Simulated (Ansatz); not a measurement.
Cartesian coordinates in Å:
```
C 1.2717 -1.2890 0.9677
S 1.4327 -1.0932 -0.8389
Al -0.0825 0.3362 -1.4221
C -1.3562 1.2163 -0.1793
F -1.2273 0.8401 1.1620
H 2.2218 -1.0156 1.4249
H 0.4787 -0.6692 1.3780
H 1.0614 -2.3367 1.1787
H -0.1637 0.6958 -2.9615
H -1.2455 2.3077 -0.2276
H -2.3909 1.0076 -0.4819
```

Charge 0, multiplicity 1.

(1) List the B3LYP/def2-TZVPP orbital energies in eV (Ansatz). (An estimate is asked.)

Results:

(1) The calculation gave: Occupied: -2417.53, -1524.56, -671.24, -278.42, -277.53, -215.54, -160.10, -159.98, -159.94, -112.56, -73.29, -73.13, -73.09, -32.42, -21.02, -18.70, -17.20, -13.42, -13.17, -12.88, -11.76, -11.56, -10.88, -9.63, -9.61, -8.16, -7.50, -6.98. Lowest empty: -1.24, -0.33, 0.24, 0.57, 1.65, 1.97, 2.27, 2.82.

B3LYP here is the variant with VWN-RPA as its local correlation; programs differ in this.
